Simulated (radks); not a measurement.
Problem. These are the eigenvalues of the occupied orbitals of an atom or ion with whole-number occupations (hartree). Calculated with a radial shooting solver on a logarithmic mesh with Libxc functionals: scalar-relativistic Kohn-Sham, PBEsol, spin-polarised, spherical densities, finite nucleus; Fermi nuclear charge, rms radius of each element as measured or else 0.836 A^(1/3) + 0.57 fm.

1s up: -1217.048
1s down: -1217.047
2s up: -192.7429
2s down: -192.7148
2p up: -173.6016
2p down: -173.5796
3s up: -43.22221
3s down: -43.20674
3p up: -37.01974
3p down: -37.00247
3d up: -27.73472
3d down: -27.70953
4s up: -11.85982
4s down: -11.77447
4p up: -9.87103
4p down: -9.78582
4d up: -6.92682
4d down: -6.84403

Which element is it, and in what charge state? The configuration may be excited. Open shells, if any, are filled with parallel spins first.

Solution. Z = 53, iodine, charge +9: I9+ in [Kr] 4d8. The list shows which subshells hold electrons but not how many an open one holds; the 1s level, -1217 hartree, gives Z - s = 49.3 by -(Z - s)^2/2, which with screening and relativity narrows Z to a few neighbours, and the depths of the outer levels then fix element, charge and occupations together.
